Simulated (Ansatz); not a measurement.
Energy needed to pull apart BSiHClF (SMILES FB=[SiH]Cl), singlet, into free ground-state atoms, from the structure below (at a frame of a short PBE0-D4/def2-SVP trajectory); no zero-point or spin–orbit terms; open-shell atoms are treated unrestricted, in their ground-state multiplicity.

```
5
angstrom
F 0.1088 -1.7298 1.8079
B 0.1467 -1.0765 0.7285
Si 0.0287 0.6185 -0.2020
Cl -1.4661 0.8202 -1.5422
H 1.3142 1.1087 -0.8175
```

Computed with Ansatz 0.2.0 (basis: def2-TZVPP); correlated methods freeze the cores.

```csv
method,atomization energy (kJ/mol)
PBE-D4,1673
r2SCAN-D4,1642
PBE0-D4,1620
wB97M-V,1619
HF,?
MP2,1612
CCSD,?
CCSD(T),1555
```

**Question.** What does HF give? (Judge from chemistry; the value comes from the calculation.)

**Answer.** Computed: 1146 kJ/mol, which is about 409 kJ/mol less than CCSD(T)/def2-TZVPP.

**Question.** What does CCSD give? (Judge from chemistry; the value comes from the calculation.)

**Answer.** By the calculation: 1514 kJ/mol, which is about 41 kJ/mol less than CCSD(T)/def2-TZVPP.

In triple zeta the MP2 and coupled-cluster atomization energies are still short of their basis limit by a few kcal/mol a bond, whereas those of the functionals are nearly converged, so these differences are not deviations from converged CCSD(T).

No T1 diagnostic of these runs exceeds 0.017. The restricted Hartree–Fock reference is unstable towards an unrestricted one here.

For scale, one of the runs: CCSD(T)/def2-TZVPP forces, 160 basis functions, launched by `ansatz run in.yaml --threads 1 --pin off --events-out ev --progress --plain --max-ram 4352MiB`. Hardware: 1 CPU thread of an Intel Xeon, shared host. Wall time 2.8 min; peak host memory 1.9 GiB.
